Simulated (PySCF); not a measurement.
Mo(S)2(OH)(SH) (H₂MoOS₃), SMILES [OH][Mo](=[S])(=[S])[SH], multiplicity 1.

The structure is a stationary point at B3LYP-D3(BJ)/def2-SVP. The multiplicity is an assumed one; other spin states were not compared. The def2 effective core potentials stand for the cores of Mo; spin–orbit coupling is left out. The values are those of a single conformer.

The numbers are results of CAM-B3LYP/def2-TZVP in PySCF, not measurements.

The molecule is in vacuum.

| Property | Result |
|---|---|
| total energy | -1339.39168 hartree |
| highest occupied level | -8.67 eV |
| lowest empty level | -2.51 eV |
| orbital gap | 6.16 eV |
| dipole moment | 1.96 D |
| quadrupole, principal values (traceless, Buckingham form, about the centre of nuclear charge) | -7.15, -1.43, 8.58 D·Å |
| mean static polarisability | 106.0 bohr³ (15.71 Å³) |
| polarisability, principal values | 82.5, 110.9, 124.6 bohr³ |
